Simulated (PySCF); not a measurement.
F5Nb, SMILES [F][Nb+]([F])([F])([F])[F] (connectivity only; charge and spin as stated), charge +1, multiplicity 2.

Geometry: PBE-D3(BJ)/def2-SVP. The spin state was assumed, not searched. The def2 effective core potentials stand for the cores of Nb; spin–orbit coupling is left out.

Calculation: PBE-D3(BJ)/def2-SVP run with PySCF.

Frequencies are harmonic and unscaled.

A small imaginary wavenumber (i) marks a very flat motion, where grid noise or a shallow saddle decides the sign.

Task: Give all harmonic wavenumbers and intensities. (An estimate is asked for; the answer gives what the named calculation found.)

Result: 
```
mode  ν (cm⁻¹)  IR (km/mol)  moving atoms (share of kinetic energy)
----  --------  -----------  --------------------------------------
1          15i          0.3                                 F 100 %
2          139          3.6                         F 86 %, Nb 14 %
3          165         11.1                         F 79 %, Nb 21 %
4          184          8.4                         F 87 %, Nb 13 %
5          198          3.9                                  F 95 %
6          208         10.8                         F 87 %, Nb 13 %
7          357         12.1                         F 88 %, Nb 12 %
8          365          1.4                                  F 97 %
9          598         45.1                         F 85 %, Nb 15 %
10         766         62.4                         F 87 %, Nb 13 %
11         785         76.6                         F 82 %, Nb 18 %
12         806        126.0                         F 76 %, Nb 24 %
```
